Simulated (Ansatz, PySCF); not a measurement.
ClSi, SMILES [Si]Cl (connectivity only; charge and spin as stated), neutral, multiplicity 2. Atoms are numbered in the order given.

```xyz
2

Si     0.0000     0.0000    -1.1450
Cl     0.0000     0.0000     0.9396
```
Charge 0, spin multiplicity 2.

The structure is a stationary point at B3LYP-D3(BJ)/def2-TZVPD.

Two levels are set side by side: PBE-D3(BJ)/def2-TZVPD (Ansatz, a quantum-chemistry and plane-wave program) and B3LYP-D3(BJ)/def2-TZVPD (Ansatz). Each level has its own optimised geometry; the coordinates shown are those of the second. Frequencies come from the Hessian of PySCF at each geometry. Differences are taken from unrounded values.

```tsv
quantity	B3LYP-D3(BJ)
bond Si1–Cl2 (Å)	2.085
highest harmonic wavenumber (cm⁻¹)	508
mean harmonic wavenumber (cm⁻¹)	508
zero-point energy (kcal/mol)	0.73
```

Q: What does PBE-D3(BJ) give, and how far is it from B3LYP-D3(BJ)? (Estimate from the structure and the level; the computed values follow.)

A: 
```json
[
 {"quantity": "bond Si1–Cl2 (Å)", "PBE-D3(BJ)": "2.085", "PBE-D3(BJ) minus B3LYP-D3(BJ)": "0.001"},
 {"quantity": "highest harmonic wavenumber (cm⁻¹)", "PBE-D3(BJ)": "510", "PBE-D3(BJ) minus B3LYP-D3(BJ)": "1"},
 {"quantity": "mean harmonic wavenumber (cm⁻¹)", "PBE-D3(BJ)": "510", "PBE-D3(BJ) minus B3LYP-D3(BJ)": "1"},
 {"quantity": "zero-point energy (kcal/mol)", "PBE-D3(BJ)": "0.73", "PBE-D3(BJ) minus B3LYP-D3(BJ)": "0.00"}
]
```

Here PBE gives about what the other level gives.
